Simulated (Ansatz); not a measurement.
Gas-phase electronic energies from Ansatz, PBE0-D4/def2-TZVP geometries. CBS: MP2 limit from def2 TZ/QZ plus the TZ coupled-cluster correction, frozen cores. Functionals use def2-TZVPP. B3LYP here is the variant with VWN-RPA as its local correlation; programs differ in this. For Ge outer-core shells are correlated without core-valence functions, which leaves a few kJ/mol of doubt a bond. Scalar relativity is left out up to krypton. One conformer a species, not always the lowest.

Consider the ligand exchange at a Ge–C bond: `BO[C](=C)[GeH3]` + `[OH][GeH3]` → `[GeH3][O][GeH3]` + `BOC=C`.

(1) Is it downhill or uphill in electronic energy at CCSD(T)/CBS, and by how much? (Best estimate.)

(2) What do these levels give: r2SCAN-D4, B3LYP-D4, ωB97M-V, MP2/def2-QZVPP, SCS-MP2/def2-QZVPP, HF/CBS(def2)? (Best estimate.)

Largest T1 diagnostic among the species: 0.014.

## Answers

(1) Computed: Downhill: ΔE = -48.2 kJ/mol.

(2) Ansatz gave: r2SCAN-D4 -50.8, B3LYP-D4 -53.7, ωB97M-V -50.2, MP2/def2-QZVPP -49.8, SCS-MP2/def2-QZVPP -56.4, HF/CBS(def2) -80.6 kJ/mol.

In def2-TZVPP, CCSD(T) changes the Hartree–Fock value by +27.4 kJ/mol (the triples alone add +3.3 kJ/mol) and MP2 by +27.7 kJ/mol. The D4 term adds +4.8 kJ/mol with B3LYP and +2.6 kJ/mol with PBE0; it sums over pairs of atoms, weighted by their polarisabilities, and B3LYP, whose exchange is more repulsive, gets the larger term. From PBE to PBE0 (25 % exact exchange), in def2-TZVPP and without D4, ΔE moves by −3.4 kJ/mol.
